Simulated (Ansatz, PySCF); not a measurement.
Complex: SiH4 (SMILES [SiH4]) (first 5 atoms) with AsH3 (SMILES [AsH3]); geometry from B3LYP-D3(BJ)/def2-TZVP, rigid monomers moved along the line of their centres of mass till Si1···H9 is 4.60 Å.
(charge 0, multiplicity 1):
```xyz
9

Si     0.0047    -0.0823     0.1973
H      0.3140    -0.6296    -1.1431
H     -1.4219     0.3073     0.2561
H      0.8518     1.1025     0.4583
H      0.2739    -1.1135     1.2247
As     0.1366     0.6112     5.4987
H     -0.6015     1.2018     6.6964
H     -0.6985    -0.6634     5.5417
H     -0.8257     1.2695     4.5152
```

Interaction energies are E(AB) − E(A) − E(B) at the monomers' geometry in the complex; basis-set methods are counterpoise corrected.

Cores are frozen in the correlated methods. Filled d and f shells under p-block atoms count as core. CBS(a, b) extrapolates the correlation energy as X⁻³ and adds the Hartree–Fock energy of set b.

The values were computed with Ansatz (Gaussian basis) for Hartree–Fock, density functionals and correlated methods; PySCF for the dispersion terms. 

PBE/def2-TZVPPD gives -5.0 meV for the interaction energy.

### Question
Predict the shift from PBE, with its sign, for: PBE-D3(BJ)/def2-TZVPPD, r2SCAN/def2-TZVPPD, B3LYP/def2-TZVPPD, wB97M-V/def2-TZVPPD, MP2/CBS(def2-SVPD, def2-TZVPPD), CCSD(T)/CBS(def2-SVPD, def2-TZVPPD).

### Answer
PBE-D3(BJ)/def2-TZVPPD -13.2; r2SCAN/def2-TZVPPD 0.8; B3LYP/def2-TZVPPD 10.1; wB97M-V/def2-TZVPPD -6.9; MP2/CBS(def2-SVPD, def2-TZVPPD) -6.8; CCSD(T)/CBS(def2-SVPD, def2-TZVPPD) -6.5 meV. 2 of 6 lie above PBE; the widest gap is to PBE-D3(BJ)/def2-TZVPPD.

Ansatz is a program for electronic structure.
